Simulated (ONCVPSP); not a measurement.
# Ce (Z = 58): one change to an ONCV potential, before and after

cerium (Ce), optimised norm-conserving Vanderbilt (ONCV), made with ONCVPSP 4.0.1 (PBE, fully relativistic). Core [Kr] 4d10, reference 4f1 5s2 5p6 5d1 6s0.5 (charge +1.5). Waves: 5s+6s: rc 2.60 bohr, ncon 4, nbas 9, qcut 4.6 1/bohr, 2 projectors; 5p: rc 2.65 bohr, ncon 4, nbas 8, qcut 5.8 1/bohr, 2 projectors, debl 2.1 Ha; 5d: rc 3.25 bohr, ncon 4, nbas 8, qcut 3.9 1/bohr, 2 projectors, debl 1.9 Ha; 4f: rc 1.85 bohr, ncon 4, nbas 9, qcut 7.8 1/bohr, 2 projectors, debl 3 Ha. Local part: polynomial inside 1.65 bohr (lpopt 1, dvloc0 1 Ha). Core correction: Teter function fitted to the true core (icmod 2), fcfact 0.2.

Open shells are filled in proportion to 2j + 1.

Change: p: qcut 7.4.

Cutoffs: the cutoffs (Ha) at which the residual kinetic energy of the hardest occupied pseudo-wave falls to 1 and 0.1 mHa per electron; they do not see the model core or the augmentation charge, which bear on the density cutoff. Errors are all-electron minus pseudo energies relative to the spin-unpolarised reference configuration.

Question: How do hardness, ghosts and transferability respond?

Answer: The potential gets neither clearly harder nor softer (31 Ha and 95 Ha → 31 Ha and 95 Ha); the f channel sets the loose cutoff, while the largest relative change is in p, which becomes harder; of the 4 tests that both files solve, the error grows in 1 and shrinks in 0 by more than 15 % and 0.3 meV (median size 1.6 → 1.9 meV); neither file shows a bound ghost.

```csv
quantity,base,changed
"cutoff, loose",31 Ha,31 Ha
"cutoff, tight",95 Ha,95 Ha
loose cutoff by channel,"s 6.9 Ha, p 7.4 Ha, d 5.7 Ha, f 31 Ha","s 6.9 Ha, p 15 Ha, d 5.7 Ha, f 31 Ha"
bound ghosts,none,none
GHOST(+) flags under 300 eV,s at 77.9 eV,s at 77.9 eV
"error for 4f1 5s2 5p6 5d1 6s2, meV [ΔE -10.95 eV]",-2.5,-2.9
"error for 4f1 5s2 5p6 5d1 6s1, meV [ΔE -4.88 eV]",-0.4,-0.5
"error for 4f1 5s2 5p6 5d1 6s0, meV [ΔE 6.20 eV]",-0.6,-0.8
"error for 4f0 5s2 5p6 5d2 6s1, meV [ΔE 0.22 eV]",+767,+724
s: phases at 2.65 bohr within 0.05 rad from the reference energy up to (Ha; the scan ends near 5),2.1,2.1
p3/2: phases at 2.69 bohr within 0.05 rad from the reference energy up to (Ha; the scan ends near 5),3.9,4.1
p1/2: phases at 2.69 bohr within 0.05 rad from the reference energy up to (Ha; the scan ends near 5),3.7,3.9
d5/2: phases at 3.30 bohr within 0.05 rad from the reference energy up to (Ha; the scan ends near 5),3.1,3.1
d3/2: phases at 3.30 bohr within 0.05 rad from the reference energy up to (Ha; the scan ends near 5),3.0,3.0
f7/2: phases at 1.88 bohr within 0.05 rad from the reference energy up to (Ha; the scan ends near 5),to the end of the scan,to the end of the scan
f5/2: phases at 1.88 bohr within 0.05 rad from the reference energy up to (Ha; the scan ends near 5),to the end of the scan,to the end of the scan
"rms error of d²Exc/dni dnj with the model core, mHa",5.99,5.94
```

Base: The cutoffs count occupied waves only; projector 2 of the f channel, the hardest unoccupied one, needs 110 Ha at the loose tolerance. Changed file: The cutoffs count occupied waves only; projector 2 of the f channel, the hardest unoccupied one, needs 110 Ha at the loose tolerance.
